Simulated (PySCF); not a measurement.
A series of derivatives of C=CS(C)(=O)=O

Parent skeleton `[CH2:1]=[CH:2][S:3]([CH3:4])(=[O:5])=[O:6]`; one hydrogen on atom 2 is replaced by X. Hydrogens on one atom are averaged.

- NMR shieldings at PBE0/pcSseg-1/GIAO
- coordinates at the GFN2-xTB level
- program: PySCF
- one computed conformer, in vacuum, rapidly exchanging positions averaged, no relativistic terms

References, each an isolated molecule treated in the same way: 13C (σref 186.93) and 1H (σref 31.72) against TMS; 33S (σref 503.73) vs CS2; H2O for 17O (σref 336.08).

Parent (X = H): C1 135.7, C2 149.6, S3 287.9, C4 48.8, O5/O6 203.8, H(C1) 6.57, H(C4) 2.58 ppm. Effects are Δδ = δ(X) − δ(H), positive for deshielding.

(1) Give Δδ (ppm) for X = CCl3, CHF2, N=CH2.

(2) Which position responds most, and to which substituents?

Results:

(1) 
```
    X                      SMILES     C1     C2    S3    C4  O5/O6  H(C1)  H(C4)
 CCl3  C=C(C(Cl)(Cl)Cl)S(C)(=O)=O   -3.2  +15.5  +3.0  +4.2  +12.8  +0.14  +0.36
 CHF2        C=C(C(F)F)S(C)(=O)=O   -2.1   +6.9  +2.8  +1.3   +2.8  +0.19  +0.24
N=CH2          C=NC(=C)S(C)(=O)=O  -31.9   +8.5  +9.1  +0.3  -18.2  -1.06  -0.04
```

(2) O5/O6: from -18.2 ppm with N=CH2 to +12.8 ppm with CCl3.

Experimental scales use liquid or dissolved standards, which lie at an offset from isolated H2O (liquid H2O: subtract about 36 ppm).
